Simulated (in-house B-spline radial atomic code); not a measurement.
**Two electrons outside the [Kr] 4d10 core: Cs⁷⁺**

Computed with a B-spline radial code for spherical atoms: configuration interaction (CI) of the two valence electrons in the field of the frozen Dirac-Fock core, alone and with many-body perturbation theory for the core (screened one- and two-electron correlation potentials), Breit and QED terms; no-pair Dirac Hamiltonian, finite nucleus. Labels give the configuration (outer n counted up each series) and the leading LS term, or the jj pair where no LS term holds 70 %.

Command:
```bash
python run_mb.py task.json out
```
Settings (nuclear radius in fm, box in bohr, cutoff in hartree):
```
basis_form          3
Z                   55
core_configuration  [Kr] 4d10
rms_radius          4.8041
mass_number         133
speed_of_light      137.036
box_radius          10.0
lmax                6
intervals           62
virtual_cutoff      6050.0
```

Run time, properties included: 75 s on 1 thread of Intel(R) Xeon(R) 6975P-C, with other jobs on the host.

Excitation energies (eV):

| level | purity of the LS term | CI alone | CI + MBPT + Breit + QED | Landé g of the LS mixture |
| --- | --- | --- | --- | --- |
| 5s2 1S0 | 1.0 | 0 | 0 | - |
| 5s5p 3P°0 | 1.0 | 12.482 | 13.183 | - |
| 5s5p 3P°1 | 0.957 | 13.143 | 13.813 | 1.48 |
| 5s5p 3P°2 | 1.0 | 15.076 | 15.845 | 1.50 |
| 5s5p 1P°1 | 0.956 | ? | ? | ? |
| 5p2 3P0 | 0.885 | 30.312 | 30.64 | - |
| 4f5s 3F°2 | 1.0 | 33.088 | 32.039 | 0.67 |
| 4f5s 3F°3 | 0.997 | ? | ? | ? |
| 4f5s 3F°4 | 1.0 | 33.168 | 32.146 | 1.25 |
| 5p2 3P1 | 0.998 | 31.936 | 32.379 | 1.50 |
| 5p2 (1/2,3/2)2 | 0.633 (1D) | 31.83 | 32.589 | 1.18 |
| 4f5s 1F°3 | 0.996 | 33.931 | 33.017 | 1.00 |
| 5p2 (3/2,3/2)2 | 0.631 (3P) | 34.282 | 34.995 | 1.32 |
| 5p2 1S0 | 0.884 | 37.94 | 38.204 | - |
| 5s5d 3D1 | 1.0 | 39.375 | 40.147 | 0.50 |
| 5s5d 3D2 | 0.991 | 39.514 | 40.29 | 1.17 |
| 5s5d 3D3 | 1.0 | 39.759 | 40.554 | 1.33 |
| 5s5d 1D2 | 0.984 | 42.421 | 42.648 | 1.00 |
| 4f5p (5/2,1/2)3 | 0.581 (3G) | 47.515 | 46.806 | 0.86 |
| 4f5p (7/2,1/2)3 | 0.486 (3F) | 47.967 | 47.245 | 1.11 |
| 4f5p (7/2,1/2)4 | 0.465 (3G) | 48.023 | 47.373 | 1.13 |
| 4f5p 3F2 | 0.815 | 48.204 | 47.495 | 0.75 |
| 4f5p (5/2,3/2)3 | 0.359 (3G) | 49.76 | 49.15 | 0.94 |
| 4f5p (7/2,3/2)4 | 0.544 (3F) | 49.976 | 49.396 | 1.16 |
| 4f5p 3G5 | 1.0 | 50.246 | 49.699 | 1.20 |
| 4f5p 3D3 | 0.732 | 50.729 | 50.048 | 1.26 |
| 4f5p 3D2 | 0.809 | 50.958 | 50.254 | 1.08 |
| 4f5p 3D1 | 1.0 | 51.288 | 50.574 | 0.50 |
| 4f5p 1G4 | 0.878 | 51.329 | 50.856 | 1.01 |
| 5s6s 3S1 | 1.0 | 50.482 | 51.793 | 2.00 |

Problem. Where does 5s5p 1P°1 lie?

Solution. 20.054 eV in CI alone and 19.785 eV with all corrections; g = 1.02.

Problem. Where does 4f5s 3F°3 lie?

Solution. 33.12 eV in CI alone and 32.082 eV with all corrections; g = 1.08.

Problem. What is the first ionisation energy?

Solution. 110.8 eV to the 5s1/2 state of the next ion (109.14 eV from CI alone). NIST lists 110.1 ± 0.6 eV (semi-empirical).

Some electric-dipole lines (reduced elements in atomic units, length form; vacuum wavelengths from the computed energies):

```json
{"upper": "5s5p 3P°1", "lower": "5s2 1S0", "D bare (size)": "0.423", "D with core polarisation (size)": "0.363", "λ (nm)": "89.756", "A (s⁻¹)": "1.2e+08"}
{"upper": "5p2 3P0", "lower": "5s5p 3P°1", "D bare (size)": "1.27", "D with core polarisation (size)": "1.09", "λ (nm)": "73.683", "A (s⁻¹)": "6e+09"}
{"upper": "5p2 3P1", "lower": "5s5p 3P°0", "D bare (size)": "1.28", "D with core polarisation (size)": "1.11", "λ (nm)": "64.587", "A (s⁻¹)": "3.1e+09"}
{"upper": "5p2 3P1", "lower": "5s5p 3P°1", "D bare (size)": "1.08", "D with core polarisation (size)": "0.932", "λ (nm)": "66.781", "A (s⁻¹)": "2e+09"}
{"upper": "5p2 (1/2,3/2)2", "lower": "5s5p 3P°1", "D bare (size)": "1.18", "D with core polarisation (size)": "1.02", "λ (nm)": "66.035", "A (s⁻¹)": "1.5e+09"}
{"upper": "5p2 (3/2,3/2)2", "lower": "5s5p 3P°1", "D bare (size)": "0.907", "D with core polarisation (size)": "0.786", "λ (nm)": "58.535", "A (s⁻¹)": "1.2e+09"}
{"upper": "5p2 1S0", "lower": "5s5p 3P°1", "D bare (size)": "0.161", "D with core polarisation (size)": "0.141", "λ (nm)": "50.832", "A (s⁻¹)": "3.1e+08"}
{"upper": "5s5d 3D1", "lower": "5s5p 3P°0", "D bare (size)": "1.37", "D with core polarisation (size)": "1.23", "λ (nm)": "45.981", "A (s⁻¹)": "1e+10"}
{"upper": "5s5d 3D1", "lower": "5s5p 3P°1", "D bare (size)": "1.18", "D with core polarisation (size)": "1.05", "λ (nm)": "47.082", "A (s⁻¹)": "7.2e+09"}
{"upper": "5s5d 3D2", "lower": "5s5p 3P°1", "D bare (size)": "2.06", "D with core polarisation (size)": "1.84", "λ (nm)": "46.827", "A (s⁻¹)": "1.3e+10"}
```

Weak lines are less accurate than strong ones.
